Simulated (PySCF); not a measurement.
C₂H₆Be, charge -1, doublet, geometry from GFN2-xTB (such geometries of metal compounds can be far from the true shape) (a state made from the parent by changing its charge; the spin is typed, not shown lowest) (in this run its highest filled SCF level lies above zero, so its values depend strongly on the basis, on diffuse functions most of all). Base run: DF-BLYP/def2-SV(P) (PySCF).

The PySCF input:
```python
from pyscf import gto, scf, dft

mol = gto.M(
    atom='''
Be   -0.49330245    0.64118837   -0.51611087
C     1.24574494    0.06247317   -0.90022893
H     1.26363474   -1.03342580   -1.01743396
H     1.91122315    0.26905777   -0.04599114
H     1.79075906    0.44963440   -1.78247158
C    -1.12804535   -0.21545763    1.02337050
H    -1.11134760   -1.30872602    0.88284988
H    -2.13882794    0.00278119    1.41830932
H    -0.44842916   -0.02616823    1.87033152
''',
    basis='def2-sv(p)',
    charge=-1,
    spin=1,
    verbose=4,
)

mf = dft.UKS(mol)
mf.xc = 'blyp'
mf = mf.density_fit(auxbasis='def2-universal-jkfit')
mf.kernel()
mf.analyze()
```

Each row names what was changed in the base input (with any setting that the change needs).

```csv
change,basis functions,E (Eh),HOMO (eV),core-seconds (rough)
base,49,-94.36169,2.73,6
basis = STO-3G,21,-93.18362,7.07,4
basis = 3-21G,39,-93.91754,3.61,4
basis = 6-31G*,54,-94.42996,3.58,7
basis = pc-1,67,-94.43205,3.02,7
basis = def2-SVP,67,-94.37794,2.70,6
basis = 6-31G**,72,-94.44062,3.56,7
basis = 6-311G**,90,-94.49139,2.58,7
basis = def2-SVPD,100,-94.39865,2.16,10
basis = def2-TZVP,117,-94.50310,2.09,20
"basis = 6-311+G(2d,p)",117,-94.50751,1.59,10
basis = aug-cc-pVDZ,123,-94.48271,1.39,20
basis = cc-pVTZ,174,-94.50467,2.35,20
```

Totals compare only among sets that treat the same electrons; sets with core potentials leave the core out.

Open shells are given as the SCF converged; they aren't shown to be the lowest states, and a large step between rows can be another state.
